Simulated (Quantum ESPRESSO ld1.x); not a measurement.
Results of a calculation; reference values are marked as such.
Question: Species: the platinum ion Pt4+. Configuration: [Xe] 4f14 5d6. Level of theory: scalar-relativistic Kohn-Sham, PBE, spin-unpolarised, spherical densities, point nucleus (ld1.x of Quantum ESPRESSO 7.5). Some entries of the table are withheld. Estimate them.

orbital  occ.  eigenvalue (eV)  <r> (bohr)  r(max) (bohr)
1s          2         -78491.0     0.01714            (1)
2s          2         -13831.3     0.07234          0.061
2p          6         -11991.9     0.06523          0.051
3s          2         -3288.34      0.1871          0.173
3p          6         -2752.79         (2)          0.171
3d         10         -2172.64      0.1704          0.140
4s          2         -747.051      0.4150          0.390
4p          6         -571.452      0.4419          0.409
4d         10         -358.342      0.4681          0.419
5s          2         -152.567         (3)          0.869
4f         14         -121.517      0.5150          0.384
5p          6         -106.027       1.084          0.972
5d          6         -52.7288       1.430           1.21

Answer: 
(1) 1s r(max) (bohr): 0.011
(2) 3p <r> (bohr): 0.1882
(3) 5s <r> (bohr): 0.9458
